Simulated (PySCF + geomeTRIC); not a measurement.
A geometry relaxed with PBE-D3(BJ)/def2-TZVP in PySCF + geomeTRIC, charge 0, multiplicity 1:

```xyz
8

H     -1.8878    -0.3815    -0.8533
H     -1.6051    -0.9616     0.8002
H      3.0492    -0.1469     0.0865
O      2.4993     0.5055    -0.3863
C      1.2231     0.2378    -0.1831
C     -1.4035    -0.1331     0.1038
C      0.0289     0.0762    -0.0578
H     -1.8992     0.7634     0.5074
```

Write the SMILES of this molecule.

`CC#CO`
